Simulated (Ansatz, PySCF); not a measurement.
ClF₂H₃SSi₂, SMILES Cl[SiH2]S[SiH](F)F. Atoms are numbered in the order given.

```xyz
9

Si     1.2727     0.3232    -1.0628
F      2.3724    -0.1834    -0.0052
F      0.7459     1.7515    -0.5269
S     -0.3654    -1.0131    -1.1810
Si    -1.6821    -0.1282     0.2745
Cl    -0.7973    -0.0530     2.1329
H      1.9200     0.4812    -2.3776
H     -2.0732     1.2470    -0.1169
H     -2.8434    -1.0512     0.3163
```
Charge 0, spin multiplicity 1.

Geometry: PBE0-D3(BJ)/def2-SVP. The structure was generated by enumeration, and PubChem lists no compound with its InChIKey, so it may never have been made. Other conformers were not sampled.

Two levels are set side by side: PBE-D3(BJ)/def2-SVP (Ansatz, an electronic-structure program) and PBE0-D3(BJ)/def2-SVP (Ansatz). Each level has its own optimised geometry; the coordinates shown are those of the second. Frequencies come from the Hessian of PySCF at each geometry. Differences are taken from unrounded values.

```tsv
quantity	PBE0-D3(BJ)	PBE-D3(BJ)	PBE-D3(BJ) minus PBE0-D3(BJ)
mean bond length (Å)	1.749	1.764	0.015
bond Si1–F2 (Å)	1.608	1.624	0.016
bond Si1–F3 (Å)	1.614	1.630	0.017
bond Si1–S4 (Å)	2.117	2.134	0.017
bond S4–Si5 (Å)	2.153	2.168	0.015
bond Si5–Cl6 (Å)	2.060	2.075	0.015
bond Si1–H7 (Å)	1.474	1.487	0.013
bond Si5–H8 (Å)	1.482	1.494	0.012
bond Si5–H9 (Å)	1.484	1.496	0.012
highest harmonic wavenumber (cm⁻¹)	2342	2255	-87
mean harmonic wavenumber (cm⁻¹)	777	749	-29
zero-point energy (kcal/mol)	23.33	22.47	-0.86
```

GGA bonds tend to be longer and softer than those of functionals with exact exchange. Differences between two approximate levels are no errors against the true value.
